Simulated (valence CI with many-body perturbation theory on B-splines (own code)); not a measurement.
**E1 transitions of Ge XXVII**

Computed by configuration interaction combined with many-body perturbation theory (CI+MBPT): four valence electrons over a frozen Dirac-Fock core [He], radial functions for each j: 11 s, 11 p, 9 d, 7 f, 5 g, 2 h, 1 i, with the one-electron correlation potential Σ1, the two-electron term Σ2, the three-electron term Σ3, Breit, model QED; selected CI, second order for the rest (own B-spline code, finite nucleus).

The last digits are not significant, and no measured levels were compared; by estimate large intervals hold to a few tenths of a per cent, small ones and those within an open d or f shell to about a per cent. Among the levels kept, up to 270 cm⁻¹ of a level comes from second order outside the variational space, and about a tenth of that is noise between levels of different J, which matters for small intervals.

Lines 101 to 150 of 264 in falling wavelength, among levels below 128.22 Ry, chosen from the strongest by gf and those to the six lowest levels. Wavelengths and rates use the calculated energies. Electric multipoles are in the length gauge, E1 and E2 with the static RPA response of the core. Weak lines are less certain than strong ones. Lines between different terms over intervals too small for the method are left out, as are lines whose strength nearly cancels. Where a level lies close to another of its J and parity, the split of strength between their lines is uncertain. The highest levels of a list are the least certain.

Levels are named by their leading jj configuration (3d3/2^4 stands for four electrons in 3d with j = 3/2), which in mixed levels can hold well under half, so a name can repeat and another be missing. Letters in brackets count levels of one name in rising energy.

| λ vac (nm) | Upper | Lower | A (s⁻¹) | S (a.u.) |
| --- | --- | --- | --- | --- |
| 0.8222 | (2s 2p1/2^2 3s) J=1 | (2s 2p1/2^2 2p3/2) J=2 | 2.98e+12 | 2.45e-03 |
| 0.8218 | (2s^2 2p3/2 3s) J=1 | (2s^2 2p3/2^2) J=2 | 5.16e+12 | 4.24e-03 |
| 0.8204 | (2s^2 2p3/2 3p3/2) J=1 | (2s 2p1/2^2 2p3/2) J=2 | 5.75e+11 | 4.70e-04 |
| 0.8203 | (2s^2 2p1/2 3s) J=0 | (2s^2 2p1/2 2p3/2) J=1 | 5.20e+12 | 1.42e-03 |
| 0.8195 | (2s^2 2p1/2 3s) J=1 | (2s^2 2p1/2 2p3/2) J=1 | 8.95e+11 | 7.29e-04 |
| 0.8189 | (2s 2p3/2^2 3s) J=1 [b] | (2s 2p3/2^3) J=2 | 4.75e+12 | 3.86e-03 |
| 0.8114 | (2s 2p1/2 2p3/2 3s) J=2 [a] | (2s 2p1/2^2 2p3/2) J=2 | 3.48e+12 | 4.58e-03 |
| 0.8114 | (2s 2p1/2 2p3/2 3d5/2) J=0 | (2s 2p1/2 2p3/2^2) J=1 [b] | 1.28e+13 | 3.38e-03 |
| 0.8110 | (2s 2p3/2^2 3s) J=2 [c] | (2s 2p1/2 2p3/2^2) J=1 [b] | 2.78e+12 | 3.66e-03 |
| 0.8104 | (2s^2 2p1/2 3d3/2) J=1 | (2s^2 2p3/2^2) J=0 | 2.24e+11 | 1.76e-04 |
| 0.8102 | (2s 2p3/2^2 3s) J=3 | (2s 2p1/2 2p3/2^2) J=3 | 4.61e+12 | 8.48e-03 |
| 0.8093 | (2s 2p1/2 2p3/2 3d5/2) J=1 [b] | (2s 2p1/2 2p3/2^2) J=1 [b] | 4.68e+12 | 3.67e-03 |
| 0.8092 | (2s 2p1/2 2p3/2 3d5/2) J=2 [a] | (2s 2p1/2 2p3/2^2) J=1 [a] | 5.72e+12 | 7.48e-03 |
| 0.8075 | (2s 2p1/2 2p3/2 3s) J=2 [c] | (2s 2p1/2^2 2p3/2) J=1 | 2.62e+12 | 3.40e-03 |
| 0.8056 | (2s^2 2p3/2 3s) J=2 | (2s^2 2p1/2 2p3/2) J=2 | 2.48e+12 | 3.20e-03 |
| 0.8050 | (2s^2 2p1/2 3s) J=1 | (2s^2 2p1/2^2) J=0 | 1.82e+12 | 1.41e-03 |
| 0.8050 | (2s^2 2p1/2 3d3/2) J=2 | (2s^2 2p3/2^2) J=2 | 6.91e+11 | 8.89e-04 |
| 0.8049 | (2s 2p1/2 2p3/2 3s) J=3 | (2s 2p1/2^2 2p3/2) J=2 | 4.31e+12 | 7.77e-03 |
| 0.8048 | (2s 2p3/2^2 3s) J=3 | (2s 2p1/2 2p3/2^2) J=2 [a] | 2.87e+12 | 5.17e-03 |
| 0.8043 | (2s 2p1/2 2p3/2 3d5/2) J=1 [a] | (2s 2p1/2 2p3/2^2) J=0 | 1.53e+13 | 1.18e-02 |
| 0.8037 | (2s^2 2p3/2 3s) J=1 | (2s^2 2p1/2 2p3/2) J=2 | 7.66e+11 | 5.89e-04 |
| 0.8033 | (2s 2p3/2^2 3s) J=2 [c] | (2s 2p1/2 2p3/2^2) J=2 [b] | 5.50e+12 | 7.03e-03 |
| 0.8023 | (2s 2p1/2 2p3/2 3d5/2) J=2 [b] | (2s 2p1/2 2p3/2^2) J=2 [b] | 6.01e+12 | 7.66e-03 |
| 0.8019 | (2s 2p1/2 2p3/2 3d5/2) J=3 [c] | (2s 2p1/2 2p3/2^2) J=2 [b] | 4.46e+12 | 7.94e-03 |
| 0.8016 | (2s 2p1/2 2p3/2 3d5/2) J=1 [b] | (2s 2p1/2 2p3/2^2) J=2 [b] | 4.60e+12 | 3.51e-03 |
| 0.8016 | (2s 2p3/2^2 3s) J=1 [a] | (2s 2p1/2 2p3/2^2) J=1 [a] | 4.65e+12 | 3.54e-03 |
| 0.8012 | (2s^2 2p3/2 3s) J=2 | (2s^2 2p1/2 2p3/2) J=1 | 1.69e+12 | 2.15e-03 |
| 0.8006 | (2s 2p1/2 2p3/2 3d5/2) J=0 | (2s 2p1/2 2p3/2^2) J=1 [a] | 1.63e+13 | 4.12e-03 |
| 0.8005 | (2s^2 2p1/2 3d5/2) J=3 | (2s^2 2p3/2^2) J=2 | 1.80e+11 | 3.18e-04 |
| 0.8004 | (2s^2 2p1/2 3d5/2) J=2 | (2s^2 2p3/2^2) J=2 | 8.88e+11 | 1.12e-03 |
| 0.7993 | (2s^2 2p3/2 3s) J=1 | (2s^2 2p1/2 2p3/2) J=1 | 3.59e+11 | 2.71e-04 |
| 0.7992 | (2s 2p1/2 2p3/2 3d5/2) J=2 [b] | (2s 2p1/2 2p3/2^2) J=1 [a] | 4.41e+12 | 5.55e-03 |
| 0.7986 | (2s 2p1/2 2p3/2 3d5/2) J=1 [b] | (2s 2p1/2 2p3/2^2) J=1 [a] | 1.24e+13 | 9.33e-03 |
| 0.7982 | (2s 2p3/2^2 3s) J=2 [a] | (2s 2p1/2^2 2p3/2) J=1 | 1.34e+13 | 1.68e-02 |
| 0.7980 | (2s 2p3/2^2 3s) J=2 [b] | (2s 2p1/2^2 2p3/2) J=1 | 1.07e+13 | 1.34e-02 |
| 0.7968 | (2s 2p1/2 2p3/2 3d5/2) J=1 [b] | (2s 2p1/2 2p3/2^2) J=0 | 5.79e+12 | 4.34e-03 |
| 0.7941 | (2s 2p1/2 2p3/2 3d5/2) J=3 [b] | (2s 2p1/2 2p3/2^2) J=3 | 4.78e+12 | 8.27e-03 |
| 0.7940 | (2s 2p1/2 2p3/2 3d3/2) J=2 [b] | (2s 2p1/2 2p3/2^2) J=3 | 2.20e+12 | 2.72e-03 |
| 0.7927 | (2s 2p1/2 2p3/2 3d5/2) J=2 [a] | (2s 2p1/2 2p3/2^2) J=2 [a] | 1.41e+13 | 1.73e-02 |
| 0.7927 | (2s^2 2p3/2 3d3/2) J=1 | (2s^2 2p3/2^2) J=0 | 6.55e+11 | 4.83e-04 |
| 0.7910 | (2s 2p1/2 2p3/2 3d5/2) J=3 [a] | (2s 2p1/2 2p3/2^2) J=2 [a] | 1.34e+13 | 2.29e-02 |
| 0.7906 | (2s 2p1/2^2 3p3/2) J=1 | (2s^2 2p3/2^2) J=0 | 7.84e+11 | 5.74e-04 |
| 0.7889 | (2s 2p1/2 2p3/2 3d5/2) J=3 [b] | (2s 2p1/2 2p3/2^2) J=2 [a] | 1.34e+13 | 2.28e-02 |
| 0.7885 | (2s 2p1/2 2p3/2 3d5/2) J=4 [b] | (2s 2p1/2 2p3/2^2) J=3 | 3.45e+13 | 7.50e-02 |
| 0.7883 | (2s 2p1/2 2p3/2 3p1/2) J=1 [a] | (2s^2 2p3/2^2) J=0 | 2.18e+12 | 1.58e-03 |
| 0.7883 | (2s 2p1/2 2p3/2 3d5/2) J=2 [b] | (2s 2p1/2 2p3/2^2) J=3 | 4.71e+12 | 5.69e-03 |
| 0.7879 | (2s 2p1/2 2p3/2 3d5/2) J=3 [c] | (2s 2p1/2 2p3/2^2) J=3 | 1.36e+13 | 2.30e-02 |
| 0.7876 | (2s^2 2p1/2 3d3/2) J=2 | (2s^2 2p1/2 2p3/2) J=2 | 5.50e+12 | 6.63e-03 |
| 0.7875 | (2s 2p1/2 2p3/2 3d5/2) J=1 [a] | (2s 2p1/2^2 2p3/2) J=1 | 4.87e+12 | 3.52e-03 |
| 0.7873 | (2s^2 2p3/2 3d5/2) J=1 | (2s^2 2p3/2^2) J=0 | 4.43e+13 | 3.20e-02 |
